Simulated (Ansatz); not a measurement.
C3F5, doublet (typed; the unrestricted solution is spin-contaminated), at a GFN2-xTB geometry; CCSD(T)/STO-3G run with Ansatz (a program for electronic structure).

Input for Ansatz:
Ansatz 0.2 input:
```yaml
crystal:
  periodic: [false, false, false]
  atoms:
    - {symbol: F, position_ang: [2.60094538, 1.14283506, 0.08089861]}
    - {symbol: C, position_ang: [1.43096998, 0.69793299, -0.24220788]}
    - {symbol: C, position_ang: [0.44692092, 0.10911001, 0.37558517]}
    - {symbol: F, position_ang: [0.44992855, -0.20912959, 1.70017522]}
    - {symbol: C, position_ang: [-0.83543288, -0.29579618, -0.32144863]}
    - {symbol: F, position_ang: [-1.90245541, 0.30342010, 0.21057985]}
    - {symbol: F, position_ang: [-0.79671474, 0.03356214, -1.61483549]}
    - {symbol: F, position_ang: [-1.04667580, -1.61151893, -0.25143729]}
basis:
  gaussian:
    orbitals: STO-3G
magnetization: {spin_polarized: true, initial_magnetization: 1}
correlation: {method: ccsd_t, electrons: outside_noble_gas}
accuracy: high
```

The log (banner, timings and long lists left out):

```
Functional definition: HF
868 factors; integrals over basis functions are off by at most 5.9e-8 eV
mean field evaluation 1: about -16381.1724 eV, gradient 3.3e1 eV
mean field evaluation 2: about -16381.5379 eV, gradient 3.3e1 eV
mean field evaluation 4: about -16389.0963 eV, gradient 2.9e0 eV
mean field evaluation 8: about -16389.3380 eV, gradient 8.9e-1 eV
mean field evaluation 16: about -16389.0962 eV, gradient 2.9e0 eV
mean field evaluation 32: about -16386.2585 eV, gradient 6.6e0 eV
mean field evaluation 64: about -16377.2563 eV, gradient 1.4e0 eV
mean field evaluation 96: about -16386.5392 eV, gradient 5.0e-2 eV
mean field evaluation 128: about -16381.2764 eV, gradient 1.1e0 eV
mean field -16389.45663985 eV, -602.3014223417 hartree, gradient 2.6e-8 eV, S^2 1.036194; 4 other end points of the search recorded, 0 dependent functions left out
determinant -16389.45663985 eV, -602.3014223417 hartree, with singles and doubles -16396.87943157 eV, -602.5742049063 hartree
determinant -16386.53925520 eV, -602.1942104335 hartree, with singles and doubles -16393.84631185 eV, -602.4627398123 hartree
8 core orbitals not correlated
reference -16389.45663985 eV, -602.3014223417 hartree; 24, 23 occupied and 8, 9 virtual orbitals, 868 factors
second order -5.63384313 eV of doubles, -0.00000000 eV of singles
cycle   1  -7.42644867 eV  change   -3.7e-3 eV  update   4.4e-3
cycle   2  -7.42990170 eV  change   -3.5e-3 eV  update   3.3e-3
cycle   3  -7.43270368 eV  change   -2.8e-3 eV  update   2.1e-3
cycle   4  -7.43389472 eV  change   -1.2e-3 eV  update   9.8e-4
cycle   5  -7.43673742 eV  change   -2.8e-3 eV  update   4.9e-4
cycle   6  -7.43839073 eV  change   -1.7e-3 eV  update   1.7e-4
cycle   7  -7.43859741 eV  change   -2.1e-4 eV  update   6.7e-5
cycle   8  -7.43864574 eV  change   -4.8e-5 eV  update   3.5e-5
cycle   9  -7.43865714 eV  change   -1.1e-5 eV  update   1.2e-5
cycle  10  -7.43866563 eV  change   -8.5e-6 eV  update   6.2e-6
cycle  11  -7.43867989 eV  change   -1.4e-5 eV  update   3.3e-6
cycle  12  -7.43868301 eV  change   -3.1e-6 eV  update   1.0e-6
cycle  13  -7.43868388 eV  change   -8.7e-7 eV  update   4.9e-7
cycle  14  -7.43868367 eV  change    2.2e-7 eV  update   2.2e-7
cycle  15  -7.43868343 eV  change    2.4e-7 eV  update   1.1e-7
cycle  16  -7.43868343 eV  change   -3.6e-9 eV  update   6.4e-8
cycle  17  -7.43868350 eV  change   -6.3e-8 eV  update   4.4e-8
cycle  18  -7.43868305 eV  change    4.5e-7 eV  update   1.2e-7
cycle  19  -7.43868308 eV  change   -2.9e-8 eV  update   5.8e-8
cycle  20  -7.43868315 eV  change   -6.7e-8 eV  update   3.4e-8
cycle  21  -7.43868325 eV  change   -1.0e-7 eV  update   2.1e-8
cycle  22  -7.43868329 eV  change   -4.7e-8 eV  update   9.9e-9
cycle  23  -7.43868330 eV  change   -7.9e-9 eV  update   4.3e-9
cycle  24  -7.43868330 eV  change   3.6e-10 eV  update   1.7e-9
perturbative correction -0.26864134 eV, -0.0098723873 hartree
Total energy: -16397.16396449 eV, -602.5846612982 hartree
```
